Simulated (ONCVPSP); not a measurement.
**Transferability test, ONCV potential for Mn (Z = 25)**

```
Element                 : Mn
Generator               : ONCVPSP 4.0.1
Type                    : optimised norm-conserving Vanderbilt (ONCV)
Functional              : revPBE
Relativity              : scalar-relativistic
Frozen core             : [Ne] 3s2
Valence charge          : 13
Reference configuration : 3p6 3d5 4s1.75 (charge +0.25)
Partial waves           : 4s: rc 2.25 bohr, ncon 4, nbas 8, qcut 2.6 1/bohr, 3 projectors, debl 3.4 Ha; 3p: rc 0.85 bohr, ncon 5, nbas 8, qcut 8.9 1/bohr, 1 projector; 3d: rc 1.00 bohr, ncon 4, nbas 8, qcut 9 1/bohr, 1 projector
Local potential         : polynomial inside 0.85 bohr (lpopt 5, dvloc0 0 Ha)
Core correction         : polynomial model core, fcfact 0.7
```

Energies are relative to the spin-unpolarised reference configuration 3p6 3d5 4s1.75; without spin polarisation the order of configurations can differ from experiment.

Give the all-electron excitation energy and the error of the potential for: 3p6 3d5 4s2; 3p6 3d5 4s1; 3p6 3d5 4s0; 3p6 3d6 4s1.

```csv
valence configuration,charge,ΔE all-electron (eV),error AE − PS (meV)
3p6 3d5 4s2,0,-1.460,-0.1
3p6 3d5 4s1,+1,6.870,-4.8
3p6 3d5 4s0,+2,22.312,-36
3p6 3d6 4s1,0,-1.826,-44
```

Note: no bound ghost flagged; GHOST(+) flagged for s at 14.5 eV.
